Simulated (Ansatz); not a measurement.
A run for Ansatz (an electronic-structure program): R-r2SCAN/def2-TZVPP on AlClH2 (SMILES [AlH2][Cl]), atoms moved off the minimum.

Ansatz 0.2 input:
```yaml
crystal:
  periodic: [false, false, false]
  atoms:
    - {symbol: Al, position_ang: [-0.06101964, -0.31538846, -0.99845668]}
    - {symbol: H, position_ang: [-1.37066828, -0.47538707, -1.68230741]}
    - {symbol: H, position_ang: [1.39248306, -0.68646314, -1.62869227]}
    - {symbol: Cl, position_ang: [-0.02751323, 0.33142822, 0.98713461]}
basis:
  gaussian:
    orbitals: def2-TZVPP
hamiltonian:
  xc: {name: r2SCAN}
scf: {lower_state_search: off}
output: {forces: true}
```

Output:

```
WARN ansatz: RAYON_NUM_THREADS=1 ignored (pool sized by the plan → 1); use --threads N
Functional definition: r2SCAN
these checks for a lower state are left out or cut short: stability, starts, cluster_reference, orbital_swaps, neighbouring_geometries, increment
integrals: 0.03 GiB planned
681 factors; their error is unknown
mean field: 0.27 GiB planned
mean field evaluation 1: about -19151.6613 eV, gradient 1.7e1 eV
mean field evaluation 2: about -19152.0907 eV, gradient 1.4e1 eV
mean field evaluation 4: about -19152.4672 eV, gradient 9.4e-1 eV
mean field evaluation 8: about -19152.4564 eV, gradient 1.2e-1 eV
mean field evaluation 16: about -19152.4565 eV, gradient 3.2e-5 eV
mean field -19152.45645118 eV, -703.8397925798 hartree, gradient 6.7e-6 eV, S^2 0.000000; 0 other end points of the search recorded, 0 dependent functions left out
the calculation of the forces begins
reference -19152.45646212 eV, -703.8397929816 hartree; 16, 16 occupied and 96, 96 virtual orbitals, 681 factors
Total energy: -19152.45646212 eV, -703.8397929816 hartree
Atom 0 at    -0.061020    -0.315388    -0.998457 Å, force     1.914396    -0.171068     0.325909 eV/Å
Atom 1 at    -1.370668    -0.475387    -1.682307 Å, force    -1.250791    -0.100482    -0.664759 eV/Å
Atom 2 at     1.392483    -0.686463    -1.628692 Å, force    -0.609547     0.176515     0.176212 eV/Å
Atom 3 at    -0.027513     0.331428     0.987135 Å, force    -0.054058     0.095035     0.162637 eV/Å
Dipole moment:    -0.063166    -0.048156    -0.246705 e Å
Checks for a lower state left out: stability, starts, cluster_reference, orbital_swaps, neighbouring_geometries, increment
```

The run converged.

Cost: about 1.2 core-seconds (a rough figure).
